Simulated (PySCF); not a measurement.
## How methods differ on the excitation energy of Rh⁺

Rh⁺ [Kr] 4d8 (3F) → Rh⁺ [Kr] 4d7 5s1 (5F), as a difference of total energies. Computed with PySCF 2.14 in aug-cc-pVTZ-DK (9s8p6d3f2g, 102 functions), with scalar relativity by spin-free X2C-1e. Correlated levels: valence: [Kr] frozen. The calculations carry no spin-orbit coupling.

Problem. Order these methods by the excitation energy they give, lowest first.
A. CCSD (valence)
B. SCS-MP2 (valence)
C. MP2 (valence)
D. UHF

Solution. D (1.324 eV), A (2.018 eV), C (2.171 eV), B (2.483 eV).

Errors of the correlated levels include the incompleteness of this basis and the frozen core.

For comparison: 2.126 eV (measured; NIST levels, between the centres of gravity of the two terms).
